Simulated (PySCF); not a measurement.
# From a raw peak list to a structure

Formula C6H7NO. The spectrum was simulated from the full spin Hamiltonian at 300 MHz with 0.8 Hz Lorentzian lines, from shifts rounded to 0.01 ppm and J to 0.1 Hz, couplings under 1 Hz left out. Exchangeable protons (3H) are left uncoupled and out of the list.

Maxima in Hz from TMS (height), grouped by integral:
4H: 1871.7 (5), 1868.6 (49), 1866.5 (17), 1861.2 (25), 1859.1 (100), 1856.0 (13), 1843.1 (13), 1840.0 (100), 1837.9 (25), 1832.6 (17), 1830.5 (49), 1827.4 (5)

[PySCF: couplings computed with B3LYP/pcJ-1 (spin–dipole term only in couplings to heteroatoms); PBE0-D3(BJ)/def2-SVP structure; shielding tensors at KT3/pcSseg-1 (GIAO); relativity neglected; isolated molecule; single conformer; one averaged value for each set of equivalent atoms]

Scale: 1H (σref 31.32) against TMS (reference shieldings calculated alike).

Task: Analyse the multiplets.

Result: 1H NMR (300 MHz, computed): δ 6.21 (m, 2H), 6.12 (m, 2H), 2.97 (br s, 1H), 2.64 (br s, 2H). These are first-order names from the parameters used; overlap and second-order distortion can hide them in the list.

Task: What is the compound?

Result: `Nc1ccc(O)cc1`.

Numbering as in the mapped SMILES `[NH2:1][c:2]1[cH:3][cH:4][c:5]([OH:6])[cH:7][cH:8]1` (H(Xn): hydrogen on atom n).

δ 6.21: H(C4)/H(C7), hydrogen on an aromatic CH, coupled to H(C3)/H(C8) (9.4 Hz). δ 6.12: H(C3)/H(C8), hydrogen on an aromatic CH, coupled to H(C4)/H(C7) (9.4 Hz). δ 2.97: H(O6), hydrogen on a phenol-type oxygen. δ 2.64: H(N1), hydrogen on an aniline-type nitrogen.

The shifts were computed for this structure.

The OH or NH signal is concentration- and solvent-dependent in practice; the value given is the gas-phase one. Splittings below 1 Hz are ignored in the labels, and close J values are merged. Couplings among chemically equivalent protons are left out too, so labels in AA′BB′ or AA′XX′ sets are apparent multiplicities. Unscaled 3J(H,H) at this level run about 10 % above measured values.
